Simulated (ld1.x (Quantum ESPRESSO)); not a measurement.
# magnesium: TM pseudisation with LDA (PZ), non-relativistic reference atom.

* Element: Mg (Z = 12)
* Generator: ld1.x (Quantum ESPRESSO) 7.5
* Type: norm-conserving Troullier–Martins (Kleinman–Bylander form)
* Functional: LDA (PZ)
* Relativity: non-relativistic
* Frozen core: [He]
* Valence charge: 10
* Reference configuration: 2s2 2p6 3s0 3p0 (charge +2)
* Partial waves: 2s (bound): rc 0.55 bohr; 2p (bound): rc 0.65 bohr
* Local potential: all-electron potential smoothed inside 0.50 bohr (lloc = -1)
* Core correction: Bessel-smoothed model core inside 0.40 bohr

What the tests gave:

* Cutoffs needed: over 300 Ry and over 300 Ry (the cutoffs (Ry, on a coarse ladder) from which the occupation-weighted sum of valence levels, in a spherical-Bessel basis at the reference potential, stays within 10 and 1 mRy of its value at 400 Ry)
* Ghost test: no extra level below or beside the all-electron valence levels (s, p, d, f tested) (spherical-Bessel basis up to 400 Ry, 20 bohr box)
* Largest excitation error: +76 meV (all-electron minus pseudo) for 2s2 2p5 3s2 3p0, out of 7 test configurations

Generation and tests took about 2 s on one core of a shared server CPU.
